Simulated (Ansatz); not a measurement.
Gas-phase electronic energies from Ansatz, PBE0-D4/def2-TZVP geometries. CCSD(T)/CBS adds triple-zeta CCSD(T) − MP2 to the extrapolated MP2 energy (def2 sets, frozen cores). This one scheme is used for every species. DFT in def2-TZVPP. B3LYP here is the variant with VWN-RPA as its local correlation; programs differ in this. One conformer a species, not always the lowest.

Consider the formal exchange of groups at a C–C bond: `CCCCCCCS` + `CCCCC` → `CCCCCCCCCCS` + ethane.

Q: Is it downhill or uphill in electronic energy at CCSD(T)/CBS, and by how much? (Estimate.)

A: The calculation gave: Nearly level: ΔE = -0.01 eV.

Q: What do these levels give: PBE-D4, B3LYP-D4, r2SCAN0-D4, ωB97M-V, PBE0, B3LYP, r2SCANh, CAM-B3LYP, LC-ωPBE, MP2/def2-TZVPP, HF/def2-QZVPP, SCS-MP2/def2-QZVPP? (Estimate.)

A: Computed: PBE-D4 0.01, B3LYP-D4 0.00, r2SCAN0-D4 0.00, ωB97M-V 0.00, PBE0 0.01, B3LYP 0.00, r2SCANh 0.01, CAM-B3LYP 0.00, LC-ωPBE 0.00, MP2/def2-TZVPP 0.00, HF/def2-QZVPP -0.01, SCS-MP2/def2-QZVPP -0.01 eV.

Largest T1 diagnostic among the species: 0.009.

Leaving LDA and LC-ωPBE aside and taking each functional with its dispersion term where it has one, the values, not all of them listed here, spread over 0.01 eV, from BHLYP-D4 to PBE-D4.
